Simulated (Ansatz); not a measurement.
`O/C(Cl)=[CH]/[GaH2]` + HCl → `[Cl][GaH2]` + `C=C(O)Cl` at 600 K and 1 bar (ligand exchange at a Ga–C bond).

Computed with Ansatz on PBE0-D4/def2-TZVP structures; ΔE is electronic, products minus reactants. CCSD(T)/CBS is the MP2 limit (def2-TZVPP, def2-QZVPP) plus CCSD(T) − MP2 in def2-TZVPP, frozen cores. This one scheme is used for every species. For Ga outer-core shells are correlated without core-valence functions, which leaves a few kJ/mol of doubt a bond. Scalar relativity is left out up to krypton. One conformer a species, not always the lowest.

| species | CCSD(T)/CBS energy (Eh) | H − E (kJ/mol) | S (J/(mol·K)) |
| --- | --- | --- | --- |
| `O/C(Cl)=[CH]/[GaH2]` | -2537.36228 | 193.9 | 441.2 |
| HCl | -460.38127 | 35.4 | 207.2 |
| `[Cl][GaH2]` | -2384.95520 | 67.6 | 305.5 |
| `C=C(O)Cl` | -612.82898 | 165.5 | 347.0 |

H − E and S are ideal-gas, rigid-rotor, harmonic terms from PBE0-D4/def2-TZVP, for one conformer and one mirror image of each species. 1 Eh = 2625.50 kJ/mol, R = 8.31446 J/(mol·K).

**Question.** By hand: ΔE, ΔH, ΔS and ΔG.

**Answer.** ΔE = (-2384.95520) + (-612.82898) − (-2537.36228) − (-460.38127) = -0.04063 Eh = -106.7 kJ/mol. Δ(H − E) = 67.6 + 165.5 − 193.9 − 35.4 = 3.8, so ΔH = -102.9 kJ/mol. ΔS = 305.5 + 347.0 − 441.2 − 207.2 = 4.1 J/(mol·K). ΔG = -102.9 − 600 × (4.1)/1000 = -105.4 kJ/mol.

**Question.** By hand: the equilibrium constant, and the temperature at which ΔG would vanish if ΔH and ΔS stayed fixed.

**Answer.** log₁₀ K = −ΔG/(RT ln 10) = 9.2. ΔH and −TΔS have one sign here, so there is no such temperature. One of them is within its doubt of zero, so this could turn.

The number of gas molecules stays the same, so ΔS is small and ΔH decides. A doubt of 5 kJ/mol in ΔE shifts log₁₀ K by 0.4 here. Other conformers and mirror images would add mixing entropy, several J/(mol·K) or more a flexible species. These are equilibria of isolated gas molecules and say nothing of rates. Largest T1 diagnostic: 0.013 (customary marks: 0.02 for closed shells, 0.045 for open ones).
